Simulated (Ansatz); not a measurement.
C2H2Br2: structure from calculated spectroscopic constants

These gas-phase data were calculated for one isomer of C2H2Br2 at PBE-D3(BJ)/def2-SVP (harmonic, unscaled wavenumbers; equilibrium rotational constants with average atomic masses):

| Quantity | Value |
| --- | --- |
| rotational constants | 5.95, 1.231, 1.02 GHz |
| all wavenumbers above 1500 cm⁻¹ | 3205, 3097, 1607 |

Candidates:

(1) `C=C(Br)Br`, a singlet
(2) `Br/C=C\Br`, a singlet
(3) `Br/C=C/Br`, a singlet

**Question.** Which candidate do the data belong to? Where the bands don't settle it, estimate the moments of inertia from typical bond lengths.

**Answer.** Candidate (1). The rotational constants decide: (2) would give 8.552, 0.9873, 0.8851 GHz; (3) would give 50.44, 0.587, 0.5802 GHz.

The same quantities for all candidates:

```
     rotational constants (GHz)  wavenumbers above 1500 cm⁻¹  E above the lowest, PBE-D3(BJ)/def2-SVP (kcal/mol)
(1)           5.95, 1.231, 1.02             3205, 3097, 1607                                                 2.2
(2)       8.552, 0.9873, 0.8851             3152, 3132, 1591                                                 0.0
(3)        50.44, 0.587, 0.5802             3156, 3151, 1587                                                 0.5
```

Programs: Ansatz 0.2.0.
